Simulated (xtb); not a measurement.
xtb input:

```bash
xtb mol.xyz --gfn 2 --ohess tight --chrg 1 --uhf 0
```
mol.xyz:
```
7

N     -1.77203971    -0.07384917     0.10604508
B     -0.13561589    -0.01319163     0.04840709
Cl     0.68163060    -1.50062284     0.01489570
Cl     0.46981964     1.55228957    -0.03474134
H     -2.11107115    -0.99464338     0.10130300
H     -2.06308489     0.35476941     0.92722502
H     -2.20804547     0.38699736    -0.67786729
```

### Question
What final total energy does it print?

### Answer
-14.40332 Eh (GFN2-xTB).

It need not be the lowest isomer of its formula.
